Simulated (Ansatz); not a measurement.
Energy needed to pull apart SnH3Cl (SMILES [Cl][SnH3]), singlet, into free ground-state atoms, from the structure below (displaced at random from a GFN2-xTB minimum); no zero-point or spin–orbit terms; open-shell atoms are treated unrestricted, in their ground-state multiplicity.

```
5
angstrom
Cl -1.8721 0.4144 0.9936
Sn -0.0019 -0.0925 -0.0214
H -0.1241 0.4788 -1.7591
H 0.5134 -1.6865 -0.1048
H 1.3262 0.9798 0.5764
```

Computed with Ansatz 0.2.0 (basis: def2-TZVPP); correlated methods freeze the cores. Filled d shells of the heavier atoms are correlated. Core potentials replace the inner electrons of the atoms past krypton. The def2 sets are not built for correlating such inner shells, so the correlated values are less sure here.

```
    method  atomization energy (kcal/mol)
     SPW92                              ?
    PBE-D4                          260.2
 r2SCAN-D4                          263.9
   PBE0-D4                          259.5
r2SCANh-D4                          262.7
   wB97M-V                          264.5
        HF                          188.7
       MP2                          252.3
      CCSD                              ?
   CCSD(T)                          259.8
```

Task: What does CCSD give? (Judge from chemistry; the value comes from the calculation.)

Result: Computed: 256.2 kcal/mol, which is about 3.6 kcal/mol less than CCSD(T)/def2-TZVPP.

Task: What does SPW92 give? (Judge from chemistry; the value comes from the calculation.)

Result: Computed: 300.0 kcal/mol, which is about 40.2 kcal/mol more than CCSD(T)/def2-TZVPP.

In triple zeta the MP2 and coupled-cluster atomization energies are still short of their basis limit by a few kcal/mol a bond, whereas those of the functionals are nearly converged, so these differences are not deviations from converged CCSD(T).

The T1 diagnostic stays at or below 0.013.

For scale, one of the runs: CCSD(T)/def2-TZVPP forces, 134 basis functions, launched by `ansatz run in.yaml --threads 4 --pin off --events-out ev --progress --plain --max-ram 5222MiB`. Time: 75 s of wall clock on 4 CPU threads of an Arm Neoverse N1; the host was shared. Peak host memory: 1.3 GiB.
